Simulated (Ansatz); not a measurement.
Job for Ansatz (an electronic-structure program): R-CCSD(T)/cc-pVDZ on CH3N (SMILES [CH]N), 2S+1 = 1, a spin state set in the input, which need not be the lowest, at the other state's geometry.

Ansatz 0.2 input:
```yaml
crystal:
  periodic: [false, false, false]
  atoms:
    - {symbol: C, position_ang: [0.72129204, -0.14708561, 0.27832925]}
    - {symbol: N, position_ang: [-0.53943020, 0.10456254, -0.18433685]}
    - {symbol: H, position_ang: [1.62710572, -0.11365050, -0.32756649]}
    - {symbol: H, position_ang: [-0.99559065, 0.94231185, 0.15896335]}
    - {symbol: H, position_ang: [-1.18325595, -0.67808551, -0.21101443]}
basis:
  gaussian:
    orbitals: cc-pVDZ
magnetization: {spin_polarized: false}
correlation: {method: ccsd_t, electrons: outside_noble_gas}
scf: {omitted_lower_state_checks: [cluster_reference]}
```

The head of its log:

```
WARN ansatz: RAYON_NUM_THREADS=1 ignored (pool sized by the plan → 1); use --threads N
Functional definition: HF
these checks for a lower state are left out or cut short: cluster_reference
integrals: 0.01 GiB planned
397 factors; integrals over basis functions are off by at most 1.3e-3 eV
mean field: 0.06 GiB planned
mean field evaluation 1: about -2553.2815 eV, gradient 2.4e1 eV
mean field evaluation 2: about -2553.2812 eV, gradient 2.4e1 eV
mean field evaluation 4: about -2554.6985 eV, gradient 2.5e0 eV
mean field evaluation 8: about -2554.7305 eV, gradient 3.4e-4 eV
mean field evaluation 16: about -2553.8534 eV, gradient 1.1e-4 eV
mean field evaluation 32: about -2554.5198 eV, gradient 1.4e0 eV
mean field -2554.73052477 eV, -93.8846151269 hartree, gradient 8.0e-7 eV, S^2 0.000000; 6 other end points of the search recorded, 0 dependent functions left out; unrestricted orbitals would lower it
2 core orbitals not correlated
reference -2554.73052477 eV, -93.8846151269 hartree; 6, 6 occupied and 35, 35 virtual orbitals, 397 factors
```

Task: Give the final energy of this run.

Result: -94.2024 hartree (reference determinant -93.8846, T1 diagnostic 0.011).
